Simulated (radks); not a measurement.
Charge is removed step by step from the 5s1/2 level of the hafnium ion Hf3+, starting from [Xe] 4f14 5d1. Method: Dirac Kohn-Sham, LDA (Slater exchange, Perdew-Wang correlation), spin-unpolarised, spherical densities, finite nucleus; open shells are shared between the two j in proportion to 2j + 1; Fermi nuclear charge, rms radius 5.347 fm; computed with a radial shooting solver on a logarithmic mesh with Libxc functionals.

| removed (e) | E - E(0) (eV) | eigenvalue (eV) | E minus straight line (eV) |
|---|---|---|---|
| 0 | 0.000 | -94.371 | 0.000 |
| 0.125 | 11.927 | -96.457 | -0.929 |
| 0.25 | 24.115 | -98.559 | -1.596 |
| 0.375 | 36.567 | -100.68 | -1.999 |
| 0.5 | 49.284 | -102.81 | -2.137 |
| 0.625 | 62.269 | -104.95 | -2.008 |
| 0.75 | 75.523 | -107.11 | -1.610 |
| 0.875 | 89.047 | -109.28 | -0.941 |
| 1 | 102.84 | -111.47 | 0.000 |

Removing the whole electron costs 102.84 eV by Delta-SCF, against 94.371 eV from minus the eigenvalue at the starting occupation. Slater's transition state (half an electron removed) gives 102.81 eV. Integrating minus the eigenvalue over the occupation (Janak's theorem) gives 102.84 eV. The mean slope of the eigenvalue, de/dn, is 17.1 eV per electron.
